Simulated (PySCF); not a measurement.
## Orbital picture of SrAs⁺

PBE0 at R = 2.936 Å; Sr def2-SVP with ECP28, As def2-SVP; scalar-relativistic core potentials (PySCF 2.14). State: ³Σ⁻ (triplet), unpaired electrons π ↑↑. Only the outer orbitals are listed, counted within each symmetry, core potentials removing the inner ones.

```csv
spin,orbital,occ.,ε (eV),on Sr (%),main shells (%)
α,4π,1,-30.75,100,100 Sr p
α,4π,1,-30.75,100,100 Sr p
α,8σ,1,-30.51,99,99 Sr p
α,9σ,1,-19.59,4,96 As s
α,5π,1,-10.38,10,89 As p
α,5π,1,-10.38,10,89 As p
α,10σ,1,-10.30,28,"69 As p, 18 Sr s, 8 Sr d"
α,11σ,0,-6.73,93,"75 Sr s, 11 Sr d"
α,2δ,0,-5.33,100,100 Sr d
α,2δ,0,-5.33,100,100 Sr d
β,4π,1,-30.73,100,100 Sr p
β,4π,1,-30.73,100,100 Sr p
β,8σ,1,-30.47,99,99 Sr p
β,9σ,1,-17.46,6,93 As s
β,10σ,1,-9.57,39,"58 As p, 28 Sr s, 9 Sr d"
β,5π,0,-6.78,35,"65 As p, 29 Sr d"
β,5π,0,-6.78,35,"65 As p, 29 Sr d"
β,11σ,0,-6.69,88,"64 Sr s, 13 Sr d, 12 As p"
```

Problem. Which are the highest filled and the lowest empty level, where do they sit, and how wide is the gap?

Solution. Highest filled β 10σ at -9.57 eV (in %: 58 As p, 28 Sr s, 9 Sr d); lowest empty β 5π at -6.78 eV (in %: 65 As p, 29 Sr d); the gap at PBE0 is 2.79 eV.

```json
{
  "bond order (Mayer)": "1.33",
  "⟨S²⟩": "2.019",
  "charge on Sr (Mulliken, basis-dependent)": "1.04",
  "charge on Sr (Löwdin, basis-dependent)": "0.85",
  "dipole moment (positive dipole points towards As; it is taken about the centre of mass and depends on that origin)": "-9.98 D",
  "polarisability along the bond": "140.8 bohr³",
  "polarisability across the bond": "45.2 bohr³"
}
```

Spin–orbit coupling is left out. The state is the lowest determinant that a PBE0 search found; another state may lie lower at other levels.
